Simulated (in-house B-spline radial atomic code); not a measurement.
Values are calculated unless marked as measured or tabulated.
**H ion on Ga atom: potential, deflection and energy transfer**

The pair potential comes from two frozen, spherical free-atom densities (PBE, B-spline radial code, scalar-relativistic past argon): electrostatics plus the change in Thomas-Fermi kinetic and Dirac exchange energy where they overlap, the recipe behind the universal ZBL potential, which averages such potentials (from solid-state densities) over many pairs. It is written V = (Z1 Z2 e²/r) φ(r/a), with e² = 14.3996 eV·Å and a = 0.46850 Å/(Z1^0.23 + Z2^0.23); ZBL's fit is φ = 0.18175 e^(−3.1998x) + 0.50986 e^(−0.94229x) + 0.28022 e^(−0.4029x) + 0.02817 e^(−0.20162x). Where φ falls below 4e-4 it is continued as an exponential.

Masses 1.01 and 69.72 u.

```json
{"x = r/a": "0.1", "φ, this pair": "0.8797", "φ, ZBL": "0.8928"}
{"x = r/a": "0.25", "φ, this pair": "0.7528", "φ, ZBL": "0.7647"}
{"x = r/a": "0.5", "φ, this pair": "0.5988", "φ, ZBL": "0.6096"}
{"x = r/a": "1", "φ, this pair": "0.4127", "φ, ZBL": "0.4164"}
{"x = r/a": "1.5", "φ, this pair": "0.2934", "φ, ZBL": "0.2995"}
{"x = r/a": "2", "φ, this pair": "0.2088", "φ, ZBL": "0.2218"}
{"x = r/a": "3", "φ, this pair": "0.1169", "φ, ZBL": "0.1292"}
{"x = r/a": "4", "φ, this pair": "0.07549", "φ, ZBL": "0.08026"}
{"x = r/a": "5", "φ, this pair": "0.05198", "φ, ZBL": "0.05224"}
{"x = r/a": "6.5", "φ, this pair": "0.03025", "φ, ZBL": "0.02914"}
{"x = r/a": "8", "φ, this pair": "0.01741", "φ, ZBL": "0.01705"}
{"x = r/a": "10", "φ, this pair": "0.008162", "φ, ZBL": "0.008778"}
{"x = r/a": "12", "φ, this pair": "0.003724", "φ, ZBL": "0.00474"}
{"x = r/a": "14.5", "φ, this pair": "0.001269", "φ, ZBL": "0.002328"}
```

At x = 2 the electrostatic, kinetic and exchange parts are 216.97, 115.66 and -13.95 eV. Find r, V and φ.

a = 0.46850/(1.0000 + 2.2030) = 0.14627 Å, so r = 0.29254 Å. V = 216.97 + 115.66 + (-13.95) = 318.68 eV. The bare repulsion is 1 × 31 × 14.3996/0.29254 = 1525.9 eV, so φ = 0.2088, -5.8 % against ZBL's 0.2218. The kinetic (Pauli) term is 36 % of V here.

The ion comes in at 3.096 keV with impact parameter 0.0731 Å. The scattering integral gives a centre-of-mass angle of 62.34° and a closest approach of 0.7925 a. What are the reduced energy, the energy passed on and the laboratory angles?

ε = E a M2/(Z1 Z2 e² (M1 + M2)) = 3096 × 3.2299e-04 = 1. The most that one collision can pass on is γE with γ = 4 M1 M2/(M1 + M2)² = 0.0563. Here T = γE sin²(θ/2) = 0.0563 × 3096 × 0.2679 = 46.69 eV. The ion turns by arctan(sin θ/(cos θ + M1/M2)) = 61.6°, and the struck atom leaves at (180° − θ)/2 = 58.8°. The closest approach is 0.116 Å. With ZBL the angle would be 63.04° and T = 47.64 eV.
